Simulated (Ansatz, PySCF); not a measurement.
Gas-phase reaction in SMILES: [F][Ge]([F])([F])[F] [tetrafluorogermane] -> [F][Ge]([F])[F] + F atom (the F-Ge bond at the site shown breaks; other sites are not compared here)
Each molecule is optimised on its own at B3LYP-D3(BJ)/def2-TZVP (Ansatz, a program for electronic structure). Frequencies are from Ansatz or PySCF.

Wanted: bond dissociation energy (enthalpy at 298 K, with B3LYP-D3(BJ) rigid-rotor harmonic-oscillator terms), in eV. Valence correlation only, unless marked. Open shells are spin-unrestricted. No spin-orbit coupling. The frozen core is the preceding noble-gas configuration, with the filled d and f shells of earlier blocks. No relativistic terms. Basis-set limits of correlation are two-point, X^-3; Hartree-Fock from the larger set. The bracket is a focal-point correction in the basis named.

RI-MP2/CBS(cc-pVTZ,cc-pVQZ)+[CCSD(T)-MP2]/cc-pVTZ (Ansatz) gives 5.76 eV.

Another calculation gave 5.35 eV. Which level was it?
A) revPBE/def2-TZVPD (Ansatz)
B) r2SCAN/def2-TZVPD (Ansatz)
C) B3LYP/def2-TZVPD (Ansatz)
D) PBE-QIDH/def2-TZVPD (Ansatz)

B, r2SCAN/def2-TZVPD (Ansatz). The others give 5.50 (PBE-QIDH), 5.19 (B3LYP), 5.05 (revPBE) eV.
